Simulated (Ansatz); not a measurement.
`O[BH][GeH2][CH2]O` → `[CH3][GeH2][B](O)O`  (isomerisation)

Isolated molecules relaxed with PBE0-D4/def2-TZVP in Ansatz; ΔE leaves out vibrations. CCSD(T)/CBS is the MP2 limit (def2-TZVPP, def2-QZVPP) plus CCSD(T) − MP2 in def2-TZVPP, frozen cores. DFT in def2-TZVPP. For Ge outer-core shells are correlated without core-valence functions, which leaves a few kJ/mol of doubt a bond. Scalar relativity is left out up to krypton. One conformer a species, not always the lowest.

CCSD(T)/CBS gives -243.8 kJ/mol.

Question: Another level gave -236.6 kJ/mol. Which?
A. r2SCAN-D4/def2-TZVPP
B. MP2/def2-TZVPP
C. PBE/def2-TZVPP
D. HF/def2-TZVPP

Answer: C. PBE -236.6, r2SCAN-D4 -248.1, HF/def2-TZVPP -242.9, MP2/def2-TZVPP -252.8 kJ/mol.

Largest T1 diagnostic among the species: 0.013.

From PBE to PBE0 (25 % exact exchange), in def2-TZVPP and without D4, ΔE moves by −5.2 kJ/mol.
